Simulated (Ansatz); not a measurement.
Reaction (hydrogenolysis of the Si–Cl bond): `CCO[Si](C)(F)Cl` + H₂ → `CCO[SiH](C)F` + HCl

Gas-phase electronic energies from Ansatz, PBE0-D4/def2-TZVP geometries. CBS: MP2 limit from def2 TZ/QZ plus the TZ coupled-cluster correction, frozen cores. This one scheme is used for every species. DFT in def2-TZVPP. B3LYP here is the variant with VWN-RPA as its local correlation; programs differ in this. Each species was taken in one conformer, which may not be the lowest.

**Question.** Is it downhill or uphill in electronic energy at CCSD(T)/CBS, and by how much? (Estimate.)

**Answer.** The calculation gave: Uphill: ΔE = +1.02 eV.

**Question.** What do these levels give: PBE0-D4, B3LYP-D4, HF/def2-TZVPP, MP2/def2-TZVPP, CCSD(T)/def2-TZVPP, HF/CBS(def2)? (Estimate.)

**Answer.** Ansatz gave: PBE0-D4 1.02, B3LYP-D4 1.02, HF/def2-TZVPP 0.85, MP2/def2-TZVPP 1.07, CCSD(T)/def2-TZVPP 0.97, HF/CBS(def2) 0.85 eV.

Largest T1 diagnostic among the species: 0.011.

In def2-TZVPP, CCSD(T) changes the Hartree–Fock value by +0.12 eV (the triples alone add +0.04 eV) and MP2 by +0.22 eV. The D4 term adds +0.13 eV with B3LYP and +0.07 eV with PBE0; it sums over pairs of atoms, weighted by their polarisabilities, and B3LYP, whose exchange is more repulsive, gets the larger term.
